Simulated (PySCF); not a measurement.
Run record: [In14H32N16]2-

The script drives PySCF SCF with an in-house response code with single-precision fitted integrals, so total energies wander by about 1e-6 Eh between cycles (the fitting error itself is about 1e-3 Eh and cancels in differences); atoms count from 0. Kgrid is the grid level of the response kernel; vcut the energy (Eh) above which virtual orbitals leave the response; delta the states run by ΔSCF (the anion only where the lumo is low enough to bind); pop asks for populations, which are stored and not printed; grid is the SCF grid level (2 if not given).

The bonding changed from the starting structure during the optimisation; the coordinates given are those used. Spin-orbit coupling is left out, which matters for the heavier atoms here. For an anion in the gas phase the computed excited states may lie above the detachment threshold. The basis has no diffuse functions, so the polarisability comes out too low.

Job and coordinates (Å):

```
{"job": {"kind": "uv", "basis": "def2-SVP", "grid": 1, "kgrid": 0, "vcut": 1.5, "nstates": 6, "ntriplets": 2, "tda": true, "delta": [], "pop": true, "xc": "PBE0"}, "charge": -2, "multiplicity": 1}
In    -3.532405    -0.689913     0.523598
In    -3.462742     1.640220    -2.260008
In     1.507779    -1.734294    -2.293896
In    -1.801983    -1.699412    -2.305638
In     3.319855    -0.705910     0.684563
In    -0.159989    -0.481172     0.581014
In     1.106653    -2.357728     3.101625
In    -1.876932    -1.436350     3.389273
In    -1.462987    -3.534175     0.610687
In     3.473306     1.449669    -2.172955
In    -0.249285     1.387371    -2.317386
In     1.659982     2.472890     0.418865
In    -1.689757     2.549957     0.576949
In    -0.111432     1.417200     3.445146
N     -3.662836    -0.763352     2.571704
N     -3.362864     1.405595    -0.155399
N     -1.720952    -1.561360    -0.262277
N     -3.491054    -0.487642    -2.968627
N     -1.777327     2.395755    -3.233457
N      3.352889    -0.559841    -2.907026
N     -0.067556    -0.607690    -3.109595
N      1.608298    -1.515243    -0.234172
N      2.962048    -0.700672     2.736917
N      3.418062     1.332347    -0.090618
N     -0.051615    -0.493194     2.612759
N      0.030615     1.431520    -0.279195
N     -0.932185    -3.258010     2.641052
N      1.716391     2.333268    -3.007760
N      1.774228     2.566419     2.539256
N     -1.524188     2.700351     2.627999
H      1.734419     2.454203    -4.019987
H      1.599964     3.265076    -2.603569
H      3.540547    -0.638926    -3.906137
H      4.085908    -1.084418    -2.426151
H      3.754135    -0.803218     3.364634
H      2.425902     0.109432     3.042064
H     -3.730730    -0.604648    -3.953265
H     -4.270180    -0.868347    -2.426340
H      1.604543     3.519821     2.851993
H      2.675969     2.289111     2.926306
H     -1.836441     1.994559    -4.171977
H     -1.226739     3.652819     2.840252
H     -1.150195    -4.094027     3.184153
H     -4.350515    -1.485767     2.783337
H      1.514571    -2.449556     0.176068
H     -4.182009     1.846770     0.267302
H     -0.091757    -0.615531    -4.130228
H      4.234529     1.811010     0.293693
H      4.856263     2.237839    -2.796088
H      1.821826    -3.221901    -3.069004
H      2.073427    -3.398265     2.083369
H     -4.889303    -1.330716    -0.444808
H      4.792879    -1.413490     0.083195
H     -0.178557    -4.199709    -0.390983
H      1.909777     4.046521    -0.288475
H     -1.824182    -1.419834     5.110804
H     -3.008304    -4.323211     0.503127
H     -1.863855    -3.189370    -3.148732
H     -5.005693     2.234927    -2.748357
H      0.385414     1.560128     5.091296
H      1.298473    -2.413140     4.797296
H     -1.678233     4.056355    -0.333045
```

Command:

```bash
OMP_NUM_THREADS=8 python large_run.py task.json out
```

What does the program print?


```
start: PBE on a coarse grid of 244326 points
cycle   1  E = -3418.5836765514  dE = -1.760e+02  |g| = 2.162e+01  |ddm| = 6.455e+01
cycle   2  E = -1643.7021922550  dE =  1.775e+03  |g| = 5.603e+01  |ddm| = 6.652e+02
cycle   3  E = -2911.9884796509  dE = -1.268e+03  |g| = 2.787e+01  |ddm| = 6.261e+02
cycle   4  E = -1687.0474327614  dE =  1.225e+03  |g| = 5.053e+01  |ddm| = 4.759e+02
cycle   5  E = -3125.8072021007  dE = -1.439e+03  |g| = 2.550e+01  |ddm| = 3.401e+02
cycle   6  E = -3389.8948750697  dE = -2.641e+02  |g| = 1.870e+01  |ddm| = 7.270e+01
cycle   7  E = -3288.9369782576  dE =  1.010e+02  |g| = 2.023e+01  |ddm| = 7.460e+01
cycle   8  E = -3427.6680696346  dE = -1.387e+02  |g| = 1.643e+01  |ddm| = 6.156e+01
cycle   9  E = -3317.6276821399  dE =  1.100e+02  |g| = 2.046e+01  |ddm| = 4.453e+01
cycle  10  E = -3478.1406533937  dE = -1.605e+02  |g| = 1.358e+01  |ddm| = 4.251e+01
...
cycle  24  E = -3555.7941278389  dE = -6.901e-05  |g| = 8.889e-03  |ddm| = 3.072e-02
final grid: 244326 points
cycle  25  E = -3555.8621925555  dE = -3.662e-02  |g| = 9.141e-02  |ddm| = 1.114e+00
cycle  26  E = -3555.8608842782  dE =  1.308e-03  |g| = 1.081e-01  |ddm| = 3.216e-01
cycle  27  E = -3555.8632665354  dE = -2.382e-03  |g| = 4.645e-02  |ddm| = 2.081e-01
cycle  28  E = -3555.8637691900  dE = -5.027e-04  |g| = 7.587e-03  |ddm| = 5.830e-02
cycle  29  E = -3555.8637766116  dE = -7.422e-06  |g| = 5.195e-03  |ddm| = 1.617e-02
cycle  30  E = -3555.8637818571  dE = -5.246e-06  |g| = 1.289e-03  |ddm| = 6.802e-03
cycle  31  E = -3555.8637825598  dE = -7.026e-07  |g| = 3.566e-04  |ddm| = 1.750e-03
cycle  32  E = -3555.8637826512  dE = -9.148e-08  |g| = 1.157e-04  |ddm| = 4.676e-04
cycle  33  E = -3555.8637839014  dE = -1.250e-06  |g| = 5.333e-05  |ddm| = 1.968e-04
converged SCF energy = -3555.8637839014

Static polarisability (au): isotropic 552.932, principal 512.875 570.425 575.496

Singlet excitations
state   eV       nm        f      main configurations
  1   3.3158    373.9   0.00538   H->L 0.92
  2   3.7340    332.0   0.03007   H-1->L 0.90
  3   3.8259    324.1   0.00182   H->L+1 0.85
  4   3.8640    320.9   0.02198   H-2->L 0.90
  5   3.9191    316.4   0.04094   H-3->L 0.89
  6   4.0452    306.5   0.00357   H->L+2 0.80, H->L+3 0.14

Triplet excitations (Tamm-Dancoff, eV): 3.2295 3.5065
```

The run took 2.9 min of wall time on 8 threads of Intel Xeon Platinum 8259CL @ 2.50GHz (shared host), peak memory 7.2 GiB.
